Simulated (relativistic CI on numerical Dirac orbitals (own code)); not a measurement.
# One change at a time: Mo

Base calculation: Dirac-Coulomb-Breit CI, KLI orbitals optimised for each configuration, model QED (radiative potential, 1s self-energy scaled to tabulated hydrogen-like ionisation energies), valence Slater integrals scaled by 0.85, P86 correlation energy added to each configuration.

Configurations in the expansion (outside the closed core [Kr]): 4d5 5s, 4d4 5s2, 4d5 5p, 4d4 5s 5p, 4d6, 4d5 5d, 4d5 5f, 4d5 5g, 4d3 5s2 5p, 4d3 5s 5p2, 4d5 6p, 4d3 5s 6s2, 4d3 5s2 6p. Levels of other configurations are missing.

The lowest level and the first level of each name with at least 55 % of one term (blank where a level has no safe partner in the second run):

```tsv
Level	Base (cm⁻¹)	Shift (cm⁻¹)
4d5 5s 7S_3	0.0	0.0
4d4 5s2 5D_0	14041.7	-37.4
4d4 5s2 5D_1	14171.5	-37.1
4d4 5s2 5D_2	14405.8	-36.4
4d4 5s2 5D_3	14726.9	-35.4
4d4 5s2 5D_4	15130.6	-34.4
4d5 5s 5S_2	15825.4	+0.4
4d5 5s 5G_2	18444.3	+0.5
4d5 5s 5G_3	18481.9	+0.2
4d5 5s 5G_4	18520.6	0.0
4d5 5s 5G_5	18547.0	-0.2
4d5 5s 5G_6	18547.5	-0.1
4d5 5s 5P_3	20526.9	-0.7
4d5 5s 5P_2	20626.1	-1.2
4d5 5s 5P_1	20660.9	-0.7
4d5 5p 7P°_2	23252.9	+34.0
4d5 5s 5D_0	23271.3	-14.4
4d5 5s 5D_1	23377.5	-14.8
4d5 5p 7P°_3	23484.7	+33.7
4d5 5s 5D_2	23509.7	-15.4
4d5 5s 5D_3	23639.3	-17.4
4d5 5s 5D_4	23670.7	-20.7
```

For a near-neutral ion this model can misplace configurations by up to about 10,000 cm⁻¹ (more where the count of f electrons changes) and terms by 10 to 25 % of their spread. Rates follow the energies as ν³ (E1, M1) or ν⁵ (E2), so they and the lifetimes can be off by large factors. The fine structure of a lone outer electron comes out too small, for d and f at times inverted, and misplaced configurations move strength between like terms. 8 of the 10 excited levels that our extract of the measured tables holds in this range could be paired (the sources list more); they are missed by 2464 cm⁻¹ on average and 5057 at most, and levels without a partner can miss by more. Some levels of the ground configuration have no partner and can miss by 10 % or more.

Q: One thing was changed in a second run, which moved the levels as shown. Which?
A. no correlation estimate
B. valence Slater integrals scaled by 0.75
C. QED terms removed
D. Breit term removed
E. configuration mixing switched off

A: C. QED terms removed. QED shifts follow the density of s (and p1/2) electrons at the nucleus, so configurations move by their count of such electrons; where none moves, the smaller shifts of p3/2 electrons and of j = l + 1/2 against j = l − 1/2 set the pattern.

LS names give the leading component of a level, which can be under half, so a name can repeat, a term be missing and a line seem to break the LS rules.
